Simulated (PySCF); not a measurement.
Si(F)2(Me)2 (C₂H₆F₂Si), SMILES F[Si](C)(C)F.

Geometry optimised at B3LYP-D3(BJ)/def2-SVP.

These are TDA-M06-2X/def2-SVPD (PySCF) values and carry that method's errors.

Vertical excitations. The molecule is in vacuum. State labels are in the subgroup C2v.

| state | symmetry | energy (eV) | λ (nm) | f | main pairs |
|---|---|---|---|---|---|
| S1 | B1 | 8.44 | 147 | 0.109 | HOMO→LUMO 96 % |
| S2 | A2 | 9.20 | 135 | 0.000 | HOMO→LUMO+3 86 % |
| S3 | B1 | 9.44 | 131 | 0.071 | HOMO→LUMO+2 76 % |
| S4 | A1 | 9.58 | 129 | 0.049 | HOMO→LUMO+1 83 %, HOMO−1→LUMO 13 % |
| S5 | A2 | 10.21 | 121 | 0.000 | HOMO→LUMO+4 94 % |
| S6 | B1 | 10.33 | 120 | 0.088 | HOMO→LUMO+5 80 % |
| S7 | A1 | 10.44 | 119 | 0.110 | HOMO−1→LUMO 82 %, HOMO→LUMO+1 12 % |
| S8 | B1 | 10.71 | 116 | 0.016 | HOMO−2→LUMO 82 % |
| S9 | A2 | 10.72 | 116 | 0.000 | HOMO−3→LUMO 84 % |
| S10 | B1 | 10.92 | 113 | 0.042 | HOMO→LUMO+7 78 % |
| T1 | B1 | 8.26 | 150 | 0 | HOMO→LUMO 93 % |
| T2 | A2 | 8.87 | 140 | 0 | HOMO→LUMO+3 80 %, HOMO→LUMO+8 12 % |
| T3 | B1 | 9.09 | 136 | 0 | HOMO→LUMO+2 53 %, HOMO→LUMO+5 24 %, HOMO→LUMO+7 15 % |
| T4 | A1 | 9.38 | 132 | 0 | HOMO→LUMO+1 73 %, HOMO−1→LUMO 19 % |
Triplets are in the Tamm–Dancoff approximation.
